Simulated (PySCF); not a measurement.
This PySCF input asks for the NMR shieldings of SMILES [SiH2]([SiH2]C#N)CCCS, C4H11NSSi2; the geometry comes from GFN2-xTB.

```python
import basis_set_exchange as bse
import numpy as np
from pyscf import gto, dft
from pyscf.prop import nmr

atoms = """
N    -3.493720   -2.642188    0.503608
C    -3.384243   -1.501192    0.494090
Si   -3.144767    0.350378    0.444534
Si   -1.213465    0.802742   -0.751391
C     0.262100   -0.097771    0.046953
C     1.569743    0.110248   -0.706877
C     2.748521   -0.562946   -0.017885
S     3.094563    0.133933    1.636158
H    -3.136562    0.725836    1.862596
H    -4.391200    0.841538   -0.151428
H    -0.923639    2.245723   -0.764753
H    -1.304040    0.384582   -2.158335
H     0.396239    0.245849    1.075640
H     0.054155   -1.168976    0.107218
H     1.485122   -0.303824   -1.715143
H     1.773915    1.179966   -0.805252
H     2.541070   -1.617238    0.164056
H     3.659849   -0.477283   -0.610323
H     3.396555    1.359873    1.210591
"""
names = dict.fromkeys(["N", "C", "Si", "S", "H"], "pcSseg-1")
basis = {el: gto.basis.parse(bse.get_basis(n, elements=[el], fmt="nwchem")) for el, n in names.items()}
mol = gto.M(atom=atoms, basis=basis, charge=0, verbose=0)
mf = dft.RKS(mol, xc="PBE0")
mf.grids.level = 2
mf.grids.alignment = dft.numint.BLKSIZE   # the property module wants whole blocks of grid points
mf.conv_tol = 1e-9
mf.kernel()

calc = nmr.RKS(mf)   # GIAO
C = mf.mo_coeff
Co = C[:, mf.mo_occ > 0]
resp = mf.gen_response(singlet=True, hermi=2)
def vind(x):   # induced exchange potential for any number of trial vectors
    d = np.einsum("pi,xij,qj->xpq", C, 2 * x.reshape(-1, C.shape[1], Co.shape[1]), Co, optimize=True)
    return np.einsum("xpq,pi,qj->xij", resp(d - d.transpose(0, 2, 1)), C, Co, optimize=True).ravel()
mo1, _ = nmr.rhf.solve_mo1(calc, with_cphf=vind)
sigma = calc.kernel(mo1)
for i, s in enumerate(sigma):   # ppm
    w = np.linalg.eigvalsh((s + s.T) / 2)
    print("%2d %-2s iso %8.1f  s11 %8.1f  s22 %8.1f  s33 %8.1f" % (i, mol.atom_pure_symbol(i), w.mean(), *w))
```

Question: What does it print?

Answer: 
```
 0 N  iso   -102.1  s11   -304.9  s22   -299.9  s33    298.5
 1 C  iso     64.9  s11    -48.5  s22    -45.8  s33    288.9
 2 Si iso    453.1  s11    433.4  s22    454.3  s33    471.6
 3 Si iso    421.0  s11    392.8  s22    396.8  s33    473.5
 4 C  iso    178.2  s11    165.5  s22    175.7  s33    193.3
 5 C  iso    151.0  s11    141.3  s22    144.4  s33    167.2
 6 C  iso    150.8  s11    132.7  s22    151.7  s33    168.1
 7 S  iso    604.4  s11    437.9  s22    520.3  s33    855.0
 8 H  iso     27.5  s11     24.5  s22     25.5  s33     32.5
 9 H  iso     27.5  s11     23.7  s22     25.5  s33     33.3
10 H  iso     27.9  s11     24.1  s22     26.6  s33     33.0
11 H  iso     27.6  s11     24.0  s22     26.2  s33     32.8
12 H  iso     29.5  s11     22.5  s22     30.8  s33     35.3
13 H  iso     31.1  s11     25.1  s22     31.0  s33     37.3
14 H  iso     29.7  s11     23.9  s22     29.7  s33     35.4
15 H  iso     30.7  s11     25.5  s22     31.2  s33     35.4
16 H  iso     29.7  s11     24.4  s22     28.7  s33     36.1
17 H  iso     28.4  s11     21.2  s22     28.1  s33     35.8
18 H  iso     30.6  s11     23.7  s22     28.1  s33     40.1
```

These numbers come from an equivalent density-fitted implementation of the same equations, which agrees with the script to about 0.01 ppm for H and up to a few tenths of a ppm for heavy atoms, so last digits may differ.

Question: Turn these shieldings into chemical shifts. Shifts are taken against calculated references (same method and geometry level): $^{15}$N (σref 267.73) vs NH3; $^{13}$C (σref 186.93), $^{29}$Si (σref 349.16), $^{1}$H (σref 31.72) vs TMS; $^{33}$S (σref 503.73) vs CS2.

Answer: Averaging equivalent atoms: N 0: 369.9; C 1: 122.1; C 6: 36.1; C 5: 36.0; C 4: 8.8; Si 3: -71.9; Si 2: -103.9; S 7: -101; H 8/9: 4.24; H 10/11: 3.94; H 16/17: 2.66; H 14/15: 1.52; H 12/13: 1.39; H 18: 1.07 ppm. Experimental scales use liquid or dissolved standards, which lie at an offset from isolated NH3 (liquid NH3: subtract about 20 ppm). Unscaled 15N shifts of sp2 nitrogen come out 20 to 40 ppm too high even then.

Size and cost of the density-fitted run: 212 basis functions, 82 s wall time on 1 thread of an Arm Neoverse N1, shared host; peak memory 0.95 GiB.
